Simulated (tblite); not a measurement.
thallium atom (Tl), doublet (GFN-xTB shapes and energies of metal compounds can be far from the true ones); tblite with GFN1-xTB with ALPB(water).

Here is a job for tblite.
```
$ tblite run mol.xyz --method gfn1 --charge 0 --spin 1 --alpb water --json tblite.json --no-restart

# file mol.xyz
1

Tl     0.00000000     0.00000000     0.00000000
```

### Question
Predict the main parts of the log of this tblite run.

### Answer

```
xTB calculator
 | screened Coulomb repulsion
 | Coulomb electrostatics
 |  * isotropic Klopman-Ohno-Mataga-Nishimoto electrostatics
 |  * onsite third-order electrostatics
 | DFT-D3(BJ) dispersion correction
 | Interactions (3)
 | [1] alpb/gbsa reaction field model
 | [2] cds contribution to solvation
 | [3] empirical free energy shift and standard state/solvent correction

halogen bonding energy    0.0000000000000E+00 Eh
repulsion energy          0.0000000000000E+00 Eh
dispersion energy         0.0000000000000E+00 Eh
interaction energy       -9.5974859780077E-03 Eh
number of electrons       3.0000000000000E+00 e
integral cutoff           3.0000519382712E+01 bohr

------------------------------------------------------------
  cycle        total energy    energy error   density error
------------------------------------------------------------
      1     -1.123365138578  -1.1137677E+00   1.0170326E-09
      2     -1.123365138578   0.0000000E+00   6.1021954E-10
------------------------------------------------------------

electronic energy        -1.1137676526000E+00 Eh
total energy             -1.1233651385781E+00 Eh

Post processing:
 | Mayer-Wiberg bond orders

[Info] JSON dump of results written to 'tblite.json'
```
